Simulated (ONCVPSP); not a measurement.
**Ta: variants of one ONCV potential**

Base potential:

ONCVPSP 4.0.1 input, shortened (lines: element, Z, core and valence counts, functional; n l f; lmax; l rc ep ncon nbas qcut; lloc lpopt rc5 dvloc0; l nproj debl; icmod fcfact rcfact), PBEsol, scalar-relativistic:

```
  Ta 73.00   10    5  -116133      upf
    1    0    2.00
    2    0    2.00
    2    1    6.00
    3    0    2.00
    3    1    6.00
    3    2   10.00
    4    0    2.00
    4    1    6.00
    4    2   10.00
    4    3   14.00
    5    0    2.00
    5    1    6.00
    5    2    3.00
    6    0    1.75
    6    1    0.25
    2
    0    1.50    0.00    4    8    7.30
    1    2.05    0.00    4    9    8.40
    2    2.90    0.00    4    9    6.60
    4    3    1.45    4.00
    0    2    2.00
    1    2    2.20
    2    1    2.90
    0    0.00    0.00
```

All-electron outer shells of the reference configuration (PBEsol, scalar-relativistic, ld1.x):

```tsv
shell	level (eV)	outermost node (bohr)	outermost maximum (bohr)
4d	-222.43	0.22	0.46
5s	-73.43	0.54	0.98
5p	-39.82	0.58	1.13
4f	-25.13	–	0.44
6s	-5.73	1.32	2.74
5d	-3.96	0.65	1.58
6p	-1.57	1.59	3.85
```

Cutoffs, loose and tight: the cutoffs (Ha) at which the residual kinetic energy of the hardest occupied pseudo-wave falls to 1 and 0.1 mHa per electron. They do not see the model core or the augmentation charge, which bear on the density cutoff. Test errors are all-electron minus pseudo excitation energies from the reference, over the configurations 5s2 5p6 5d3 6s2 6p0; 5s2 5p6 5d3 6s1 6p0; 5s2 5p6 5d3 6s0 6p0; 5s2 5p6 5d4 6s0 6p0. A dash means not determined; rows that change the core or the reference have their own tests. The largest error is taken over the tests solved by every variant that gives reliable tests at all: 5s2 5p6 5d3 6s0 6p0; 5s2 5p6 5d3 6s1 6p0; 5s2 5p6 5d4 6s0 6p0.

A true bound ghost makes a file unfit for plane-wave use even where its test errors are small: the radial tests pick states by their node count and pass the ghost by.

```tsv
change	outcome	cutoff, loose	cutoff, tight	bound ghosts	GHOST(+) flags above zero	largest test error (meV)
base	generated	22 Ha	26 Ha	none	none	-2.0
s: ncon 3, nbas 7	generated	21 Ha	24 Ha	none	none	-2.1
functional BLYP	generated	22 Ha	26 Ha	none	none	+9.4
core correction Teter function, fcfact 4, rcfact 1.65	generated	22 Ha	26 Ha	none	none	-18
reference 5s2 5p6 5d3 6s2; wave 5p+6p: rc 2.05 bohr, ncon 4, nbas 9, qcut 8.4 1/bohr, 2 projectors becomes 5p: rc 2.05 bohr, ncon 4, nbas 9, qcut 8.4 1/bohr, 2 projectors, debl 2.2 Ha	generated	22 Ha	26 Ha	none	none	-10
all radii scaled by about 0.78 (s 1.18, p 1.60, d 2.26 bohr); local potential polynomial inside 1.14 bohr (lpopt 3, dvloc0 4 Ha)	failed: ERROR pspot: first pseudo wave function has node, program will stop	–	–	–	–	–
p: qcut 11.3	generated	37 Ha	43 Ha	p	none	-57
local potential polynomial inside 0.95 bohr (lpopt 5, dvloc0 2 Ha)	generated	22 Ha	26 Ha	s	p	-1.9
s: rc 2.24	generated	13 Ha	20 Ha	none	none	-5.9
local potential polynomial inside 1.45 bohr (lpopt 3, dvloc0 2 Ha)	generated	22 Ha	26 Ha	none	none	-2.0
s: nbas 9	generated	22 Ha	26 Ha	none	none	-2.0
s: qcut 4.8; p: qcut 5.5; d: qcut 4.3	generated	68 Ha	83 Ha	none	none	+43
```
